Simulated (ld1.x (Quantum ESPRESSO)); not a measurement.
**Transferability test, TM potential for promethium (Pm)**

promethium (Pm), norm-conserving Troullier–Martins (Kleinman–Bylander form), made with ld1.x (Quantum ESPRESSO) 7.5 (LDA (PZ), fully relativistic). Core [Kr] 4d10, reference 4f4 5s2 5p6 5d0 6s0 6p0 (charge +3). Waves: 5s (bound): rc 2.50 bohr; 5d (bound, empty): rc 1.95 bohr; 4f (bound): rc 1.40 bohr; 5p (bound): rc 1.90 bohr. Local part: the p channel. Core correction: a·sin(br)/r model core inside 1.15 bohr.

Open shells are filled in proportion to 2j + 1 (rel_dist='average').

Energies are relative to the spin-unpolarised reference configuration 4f4 5s2 5p6 5d0 6s0 6p0; without spin polarisation the order of configurations can differ from experiment. Not all tests gave a result: 1 of 7 tests not solved or not reliable. Left out of the table: 4f5 5s2 5p6 5d0 6s0 6p1 (solver errors, printed error -1727 eV). The p channel is local and has no spin–orbit splitting in the pseudo-atom.

**Question.** Give the all-electron excitation energy and the error of the potential for: 4f5 5s2 5p6 5d0 6s2 6p0; 4f5 5s2 5p6 5d0 6s1 6p0; 4f5 5s2 5p6 5d0 6s0 6p0; 4f5 5s2 5p6 5d1 6s1 6p0; 4f5 5s2 5p5 5d0 6s2 6p0; 4f5 5s2 5p6 5d0 6s1.5 6p0.

**Answer.**

```
    valence configuration  charge  ΔE all-electron (eV)  error AE − PS (meV)
  4f5 5s2 5p6 5d0 6s2 6p0       0               -40.665                 +850
  4f5 5s2 5p6 5d0 6s1 6p0      +1               -34.589                 +594
  4f5 5s2 5p6 5d0 6s0 6p0      +2               -23.445                  +19
  4f5 5s2 5p6 5d1 6s1 6p0       0               -38.802                 +431
  4f5 5s2 5p5 5d0 6s2 6p0      +1               -12.894                +1577
4f5 5s2 5p6 5d0 6s1.5 6p0    +0.5               -38.239                 +752
```

Levels in the configuration 4f5 5s2 5p5 5d0 6s2 6p0:

| level | all-electron (eV) | pseudo (eV) |
| --- | --- | --- |
| 4f j=5/2 | -13.258 | -12.033 |
| 4f j=7/2 | -12.771 | -11.554 |
| 5s j=1/2 | -52.459 | -51.068 |
| 5p j=1/2 | -35.282 | -32.111 |
| 5p j=3/2 | -31.790 | -32.111 |
| 6s j=1/2 | -9.960 | -10.339 |

These tests converged, but a pseudo level misses the all-electron one widely, so the file describes the atom poorly there or has found another state: 4f5 5s2 5p6 5d0 6s2 6p0: 5p by 2.8 eV (a node warning on the way); 4f5 5s2 5p6 5d0 6s1 6p0: 5p by 2.6 eV; 4f5 5s2 5p6 5d0 6s0 6p0: empty 6p by 7.0 eV; 4f5 5s2 5p6 5d1 6s1 6p0: 5p by 2.5 eV; 4f5 5s2 5p5 5d0 6s2 6p0: 5p by 3.2 eV; 4f5 5s2 5p6 5d0 6s1.5 6p0: 5p by 2.7 eV.

A Bessel basis up to 400 Ry misses an occupied level by 1.76 Ry, so cutoffs and ghosts were not judged. The potential misses its own reference levels by up to 2.5 eV, so it is not fit for use.
